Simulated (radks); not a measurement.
The numbers below are computed, except where a source is named.
Problem. Pd3.5+, 42.5 electrons, occupied as [Kr] 4d5 5p1.5 (fractional occupations, a model configuration). Code: a radial shooting solver on a logarithmic mesh with Libxc functionals. Model: Dirac Kohn-Sham, BLYP, spin-unpolarised, spherical densities, finite nucleus; open shells are shared between the two j in proportion to 2j + 1; Fermi nuclear charge, rms radius 4.5318 fm. Some entries of the table are withheld. Estimate them.

orbital  occ.  eigenvalue (eV)  <1/r> (bohr^-1)
1s1/2       2        -24217.34            48.24
2s1/2       2        -3588.549            11.09
2p1/2       2        -3333.480            11.07
2p3/2       4        -3174.015            10.43
3s1/2       2        -697.2457              (1)
3p1/2       2        -596.6136            3.769
3p3/2       4        -568.7913            3.613
3d3/2       4        -390.5930            3.446
3d5/2       6        -385.0392            3.406
4s1/2       2        -144.0701            1.495
4p1/2       2              (2)            1.385
4p3/2       4              (3)            1.338
4d3/2       2         -57.7024            1.084
4d5/2       3         -57.0420            1.073
5p1/2     0.5         -32.1243           0.5220
5p3/2       1         -31.3524           0.5094

Solution. 
(1) 3s1/2 <1/r> (bohr^-1): 3.863
(2) 4p1/2 eigenvalue (eV): -112.1706
(3) 4p3/2 eigenvalue (eV): -107.3568
